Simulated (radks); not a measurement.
Problem. These are the eigenvalues of the occupied orbitals of an atom or ion with whole-number occupations (hartree). All-electron calculation, Dirac Kohn-Sham, LDA (Slater exchange, Perdew-Wang correlation), spin-unpolarised, spherical densities, point nucleus. Program: a radial shooting solver on a logarithmic mesh with Libxc functionals.

orbital  eigenvalue
1s1/2     -975.8155
2s1/2     -147.2593
2p1/2     -137.3620
2p3/2     -130.2998
3s1/2     -29.68374
3p1/2     -25.71372
3p3/2     -24.45104
3d3/2     -17.40149
3d5/2     -17.14441
4s1/2      -6.55860
4p1/2      -5.25841
4p3/2      -5.02948
4d3/2      -2.97639
4d5/2      -2.94340

Which element is it, and in what charge state? The configuration may be excited. Open shells, if any, fill j = l - 1/2 first.

Solution. Z = 48, cadmium, charge +5: Cd5+ in [Kr] 4d7. The list shows which subshells hold electrons but not how many an open one holds; the 1s level, -975.82 hartree, gives Z - s = 44.2 by -(Z - s)^2/2, which with screening and relativity narrows Z to a few neighbours, and the depths of the outer levels then fix element, charge and occupations together.
